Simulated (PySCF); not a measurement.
**Dipole polarisabilities along group 11**

Calculated with PySCF 2.14 for the ground configurations, without spin-orbit coupling: coupled response for Hartree-Fock and DFT, finite fields for MP2 and CCSD(T), with Cu 3s2 3p6; Ag 4s2 4p6; Au 5s2 5p6 frozen. Mean α in bohr³, C₆ of like pairs in atomic units.

```tsv
species	α UHF	α PBE	α PBE0	α MP2	α CCSD(T)	α recommended (Schwerdtfeger and Nagle)	C₆ UHF	C₆ PBE	C₆ PBE0
Cu [Ar] 3d10 4s1 (aug-cc-pVDZ-PP with ECP10MDF, ECP)	70.65	39.89	44.18	40.48	49.65	46.5 ± 0.5	479.1	224.8	257.8
Ag [Kr] 4d10 5s1 (aug-cc-pVDZ-PP with ECP28MDF, ECP)	82.40	45.88	50.69	37.44	54.17	55 ± 8	665.2	335.9	374.6
Au [Xe] 4f14 5d10 6s1 (aug-cc-pVDZ-PP with ECP60MDF, ECP)	49.08	33.81	35.42	26.71	36.47	36 ± 3	407.6	283.4	296.0
```

Hartree-Fock lacks correlation. MP2 and CCSD(T) carry the error of the frozen core. All values carry a basis error.
